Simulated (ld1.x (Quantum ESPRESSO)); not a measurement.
**Which change was made? (Pt, TM)**

Pt (Z = 78), norm-conserving Troullier–Martins (Kleinman–Bylander form), made with ld1.x (Quantum ESPRESSO) 7.5 (PBE, scalar-relativistic). Core [Kr] 4d10 4f14, reference 5s2 5p6 5d7 6s0 6p0 (charge +3). Waves: 5p (bound): rc 1.00 bohr; 5d (bound): rc 2.05 bohr; 5s (bound): rc 1.10 bohr. Local part: the s channel. Core correction: a·sin(br)/r model core, default radius (core density twice the valence density).

Cutoffs, loose and tight: the cutoffs (Ry, on a coarse ladder) from which the occupation-weighted sum of valence levels, in a spherical-Bessel basis at the reference potential, stays within 10 and 1 mRy of its value at 400 Ry. They do not see the model core or the augmentation charge, which bear on the density cutoff. Test errors are all-electron minus pseudo excitation energies from the reference, over the configurations 5s2 5p6 5d9 6s1 6p0; 5s2 5p6 5d9 6s0 6p0; 5s2 5p6 5d8 6s0 6p0; 5s2 5p6 5d9 6s0.5 6p0; 5s2 5p6 5d10 6s0 6p0; 5s2 5p6 5d8 6s2 6p0; 5s2 5p6 5d8 6s1 6p1; variants that change the core or the reference have their own tests. The largest error is taken over the tests solved by every variant that gives reliable tests at all, those not shown here included: 5s2 5p6 5d10 6s0 6p0; 5s2 5p6 5d8 6s0 6p0; 5s2 5p6 5d8 6s1 6p1; 5s2 5p6 5d9 6s0 6p0; 5s2 5p6 5d9 6s0.5 6p0; 5s2 5p6 5d9 6s1 6p0.

The base gives: outcome: generated; cutoff, loose: 160 Ry; cutoff, tight: 260 Ry; bound ghosts: none; largest test error (meV): +260.

(1) After one change the result is: outcome: generated; cutoff, loose: 160 Ry; cutoff, tight: 260 Ry; bound ghosts: none; largest test error (meV): +255. Which change was it?
A. core [Kr] 4d10 4f14 5s2, valence charge 16; reference 5p6 5d9 6s0 6p1; waves now 5p (bound): rc 1.20 bohr; 5d (bound): rc 1.80 bohr; 6s (bound): rc 2.55 bohr; core correction none
B. reference 5s2 5p6 5d10 6s0 6p0
C. all radii but the core radius scaled by about 0.92 (s 1.02, p 0.92, d 1.88 bohr)
D. core [Xe] 4f14, valence charge 10; reference 5d8 6s2 6p0; waves now 6s (bound): rc 1.95 bohr; 5d (bound): rc 2.10 bohr; 6p (bound): rc 3.25 bohr; local potential the p channel; core correction none

Results:

(1) B. The others give: all radii but the core radius scaled by about 0.92 (s 1.02, p 0.92, d 1.88 bohr) → outcome: generated; cutoff, loose: 230 Ry; cutoff, tight: over 300 Ry; bound ghosts: none; largest test error (meV): +182 | core [Xe] 4f14, valence charge 10; reference 5d8 6s2 6p0; waves now 6s (bound): rc 1.95 bohr; 5d (bound): rc 2.10 bohr; 6p (bound): rc 3.25 bohr; local potential the p channel; core correction none → outcome: generated; cutoff, loose: 40 Ry; cutoff, tight: 60 Ry; bound ghosts: none; largest test error (meV): -631 | core [Kr] 4d10 4f14 5s2, valence charge 16; reference 5p6 5d9 6s0 6p1; waves now 5p (bound): rc 1.20 bohr; 5d (bound): rc 1.80 bohr; 6s (bound): rc 2.55 bohr; core correction none → outcome: generated, misses its reference levels by 0.43 eV; cutoff, loose: 120 Ry; cutoff, tight: 200 Ry; bound ghosts: none; largest test error (meV): +2550.
